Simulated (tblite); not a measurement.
Species: C5H8O2Si.
Atom-mapped SMILES: `[CH2:1]=[C:2]1[CH2:3][O:4][SiH2:5][C:6](=[CH2:7])[O:8]1` (hydrogens: H9, H10 on C1; H11, H12 on C3; H13, H14 on Si5; H15, H16 on C7)

Computed with GFN2-xTB (tblite), gas phase: L-BFGS steps from a force-field or distance-geometry start until the largest atomic force falls under 0.01 eV/Å.

Step 1: E = -670.1144 eV
```
atom  x, y, z in Å  |  force x, y, z in eV/Å
C1      2.4241   -0.9092    0.0422    0.753  -0.541   0.021
C2      1.2316   -0.3470    0.0409   -0.591   0.398   0.207
C3      1.0916    1.1647   -0.0344   -0.273  -0.246   0.094
O4      0.3232    1.6764    1.0377   -1.147  -0.564  -0.143
Si5    -1.2503    1.1650    0.7735    0.279   0.754   0.305
C6     -1.1294   -0.6463    0.3020   -0.809  -0.123  -0.085
C7     -2.2109   -1.4367    0.1449    1.065   0.328   0.088
O8      0.1277   -1.1607    0.1301    0.206   0.080  -0.183
H9      2.5470   -1.9862    0.1016   -0.042   0.356  -0.032
H10     3.3120   -0.3003   -0.0150   -0.097  -0.183  -0.028
H11     2.0747    1.6456    0.0133   -0.194  -0.158  -0.152
H12     0.5416    1.4278   -0.9538    0.598  -0.021  -0.189
H13    -1.7072    1.8905   -0.4207   -0.094   0.071   0.011
H14    -2.1120    1.3625    1.9199    0.263   0.087   0.152
H15    -2.0578   -2.4653   -0.1135   -0.181  -0.242  -0.083
H16    -3.2134   -1.0718    0.2873    0.265   0.005   0.017
```

Step 2: E = -670.1723 eV
```
atom  x, y, z in Å  |  force x, y, z in eV/Å
C1      2.4359   -0.9152    0.0424   -0.578   0.128   0.033
C2      1.2247   -0.3493    0.0456    0.488   0.246   0.110
C3      1.0874    1.1664   -0.0339   -0.292  -0.508   0.184
O4      0.2964    1.6637    1.0348   -0.063  -0.163  -0.040
Si5    -1.2423    1.1850    0.7817   -0.537  -0.052  -0.096
C6     -1.1363   -0.6498    0.2999   -0.047   0.762   0.106
C7     -2.1996   -1.4346    0.1460    0.241  -0.273  -0.038
O8      0.1300   -1.1555    0.1268   -0.024  -0.091  -0.129
H9      2.5459   -1.9794    0.1010    0.044  -0.078  -0.011
H10     3.3090   -0.3049   -0.0155    0.205   0.011  -0.041
H11     2.0697    1.6413    0.0097   -0.137  -0.071  -0.022
H12     0.5538    1.4271   -0.9568    0.452   0.012  -0.265
H13    -1.7090    1.8917   -0.4204   -0.113   0.085   0.011
H14    -2.1066    1.3639    1.9223    0.207   0.120   0.239
H15    -2.0611   -2.4688   -0.1148   -0.140  -0.129  -0.057
H16    -3.2055   -1.0727    0.2873    0.294   0.003   0.017
```

Step 3: E = -670.2013 eV
```
atom  x, y, z in Å  |  force x, y, z in eV/Å
C1      2.4312   -0.9150    0.0429   -0.021   0.082   0.026
C2      1.2297   -0.3468    0.0485   -0.049   0.143   0.090
C3      1.0821    1.1600   -0.0312   -0.102  -0.255   0.120
O4      0.2874    1.6576    1.0334    0.155  -0.072  -0.015
Si5    -1.2474    1.1903    0.7829   -0.625  -0.128  -0.173
C6     -1.1387   -0.6401    0.3007    0.092   0.386   0.015
C7     -2.1931   -1.4379    0.1458    0.119  -0.084   0.003
O8      0.1303   -1.1551    0.1240   -0.074   0.114  -0.077
H9      2.5461   -1.9785    0.1006    0.015  -0.091  -0.012
H10     3.3110   -0.3062   -0.0162    0.084  -0.061  -0.027
H11     2.0662    1.6389    0.0083   -0.197  -0.091   0.036
H12     0.5638    1.4271   -0.9613    0.370  -0.031  -0.226
H13    -1.7111    1.8932   -0.4202   -0.139   0.109  -0.014
H14    -2.1021    1.3660    1.9264    0.150   0.136   0.298
H15    -2.0641   -2.4717   -0.1160   -0.064  -0.136  -0.058
H16    -3.1989   -1.0729    0.2875    0.283  -0.021   0.013
```

**Question.** Estimate the geometry and energy of step 4. (The exact step hangs on the optimiser's Hessian estimate; all steps are aligned on step 3, rigid shifts and turns removed.)

**Answer.** E = -670.2369 eV, largest force 0.424 eV/Å
```
atom  x, y, z in Å  |  force x, y, z in eV/Å
C1      2.4298   -0.9139    0.0442    0.065   0.051   0.034
C2      1.2307   -0.3416    0.0554   -0.098  -0.271   0.018
C3      1.0732    1.1476   -0.0251    0.092   0.211  -0.080
O4      0.2757    1.6460    1.0308    0.059   0.020   0.000
Si5    -1.2682    1.1977    0.7813   -0.290  -0.078  -0.176
C6     -1.1396   -0.6210    0.3012    0.059  -0.388  -0.161
C7     -2.1809   -1.4431    0.1459    0.140   0.152   0.034
O8      0.1290   -1.1495    0.1182   -0.140   0.310   0.018
H9      2.5465   -1.9784    0.0998   -0.020  -0.058  -0.016
H10     3.3143   -0.3107   -0.0178    0.053  -0.047  -0.010
H11     2.0555    1.6327    0.0070   -0.149  -0.082   0.150
H12     0.5876    1.4259   -0.9731    0.205  -0.106  -0.106
H13    -1.7177    1.8983   -0.4203   -0.201   0.170  -0.092
H14    -2.0919    1.3724    1.9397    0.044   0.154   0.386
H15    -2.0697   -2.4793   -0.1192    0.066  -0.029  -0.025
H16    -3.1819   -1.0741    0.2880    0.116  -0.010   0.026
```

The energy changes by -0.0357 eV. The first-order estimate −F·Δx gives -0.0570 eV and the mean of the old and new forces, exact on a quadratic surface, -0.0355 eV. The step makes an angle of 32° with the force vector and moves no atom by more than 0.027 Å.

What follows is the cost of the whole relaxation. Hardware: an Arm Neoverse N1 with one thread, shared host with 64 logical CPUs at a one-minute load of 60. Cost: 1.1 s.
